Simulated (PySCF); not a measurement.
C3H4BF3.

```xyz
11

C     -1.2727    -1.5638     0.0000
C      0.1766    -1.2220     0.0000
F      0.9461    -2.3298     0.0000
C      0.7852    -0.0101     0.0000
B      0.0844     1.3581     0.0000
F      0.8008     2.4864     0.0000
F     -1.2493     1.5150     0.0000
H     -1.5101    -2.1828    -0.8904
H     -1.5101    -2.1828     0.8904
H     -1.9024    -0.6591     0.0000
H      1.8873    -0.0349     0.0000
```
Charge 0, spin multiplicity 1.

Geometry optimised at PBE-D3(BJ)/def2-SVP. The structure was generated by enumeration; whether it is a known compound was not checked. The values are those of a single conformer.

Method: PBE0/pcSseg-1 (PySCF). Non-relativistic, no solvent.

Task: Give the absolute GIAO shielding of each atom: isotropic value and principal components (ppm). (An estimate is asked for; the answer gives what the named calculation found.)

Result: 
```csv
atom,σ(iso),σ11,σ22,σ33,span
C1,162.8,149.8,154.1,184.4,34.6
C2,-11.9,-140.7,39.0,66.0,206.7
F3,195.4,65.6,205.1,315.5,249.9
C4,87.3,-1.8,106.4,157.3,159.1
B5,74.0,54.4,81.1,86.6,32.2
F6,246.4,94.9,291.9,352.2,257.3
F7,261.7,108.1,303.3,373.6,265.5
H8,29.0,25.6,26.8,34.7,9.1
H9,29.0,25.6,26.8,34.7,9.1
H10,28.1,22.9,28.5,33.1,10.2
H11,26.1,23.6,25.0,29.8,6.3
```
